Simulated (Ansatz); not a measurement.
The same molecule with X = B, Al, In. Ansatz, PBE0-D4/def2-TZVP geometries, multiplicity 1. Each molecule was computed in one conformer, which needn't be the lowest.

Elements past krypton have def2 core potentials.

```tsv
X	molecule	mean X–Cl bond length / Å	mean X–F bond length / Å	mean X–O bond length / Å	HOMO–LUMO gap (PBE/def2-TZVPP) / eV	HOMO energy (PBE/def2-TZVPP) / eV	HOMO energy (B3LYP/def2-TZVPP) / eV
B	`COB(F)Cl`	1.765	1.320	1.333	7.30	-7.78	-9.04
In	`C[O][In]([F])[Cl]`	2.284	1.940	1.955	3.27	-6.78	-8.09
```

Problem. Give the row for X = Al, `C[O][Al]([F])[Cl]`. (An estimate is asked.)

Solution. Ansatz gave: 
```
 X             molecule  mean X–Cl bond length / Å  mean X–F bond length / Å  mean X–O bond length / Å  HOMO–LUMO gap (PBE/def2-TZVPP) / eV  HOMO energy (PBE/def2-TZVPP) / eV  HOMO energy (B3LYP/def2-TZVPP) / eV
Al  `C[O][Al]([F])[Cl]`                      2.077                     1.635                     1.663                                 5.37                              -7.15                                -8.47
```

From B to In the mean X–Cl bond length rises at each step, by 0.519 Å in all; the mean X–F bond length rises at each step, by 0.620 Å in all; the mean X–O bond length rises at each step, by 0.622 Å in all; the HOMO–LUMO gap (PBE/def2-TZVPP) falls at each step, by 4.03 eV in all; the HOMO energy (PBE/def2-TZVPP) rises at each step, by 1.00 eV in all; the HOMO energy (B3LYP/def2-TZVPP) rises at each step, by 0.95 eV in all. Bonds lengthen as the atom grows down the group.

B3LYP here is the variant with VWN-RPA as its local correlation; programs differ in this.
